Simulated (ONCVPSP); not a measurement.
# Plane-wave convergence, ONCV potential for vanadium (V)

```json
{"Element": "vanadium", "Generator": "ONCVPSP 4.0.1", "Type": "optimised norm-conserving Vanderbilt (ONCV)", "Functional": "LDA (Perdew-Wang 92)", "Relativity": "scalar-relativistic", "Frozen core": "[Ar]", "Valence charge": "5", "Reference configuration": "3d3 4s2", "Partial waves": "4s: rc 3.00 bohr, ncon 3, nbas 6, qcut 2.3 1/bohr, 2 projectors, debl 1.6 Ha; p scattering state at 0.21 Ha: rc 3.20 bohr, ncon 3, nbas 7, qcut 2.8 1/bohr, 2 projectors, debl 3.2 Ha; 3d: rc 2.05 bohr, ncon 4, nbas 9, qcut 9.1 1/bohr, local", "Local potential": "the d channel", "Core correction": "none"}
```

In the p channel the program set the typed energies aside and used 0.050, 3.250 Ha.

Problem. For each optimised wave give the share of its norm inside rc, the residual kinetic energy above qcut (Ha) and the cutoffs (Ha) for errors of 10, 1, 0.1 and 0.01 mHa per electron.

Solution.

```
         wave  norm inside rc  residual KE  10 mHa  1 mHa  0.1 mHa  0.01 mHa
           4s           0.456      5.1e-04     1.2    2.4      8.2      14.9
s projector 2           0.204      7.3e-02     5.0   12.7     17.8      30.7
p projector 1           0.076      5.2e-06     0.4    0.8      2.4       3.8
p projector 2           0.167      4.6e-02     8.1   20.9     38.0      81.0
           3d           0.810      3.9e-08    22.0   27.0     31.0      34.2
```

The occupied waves need 27 Ha and 31 Ha for 1 and 0.1 mHa. Note: ghosts flagged at negative energy: s at -44.5 eV; GHOST(+) flagged for p at 68.7 eV. A true bound ghost makes a file unfit for plane-wave use.
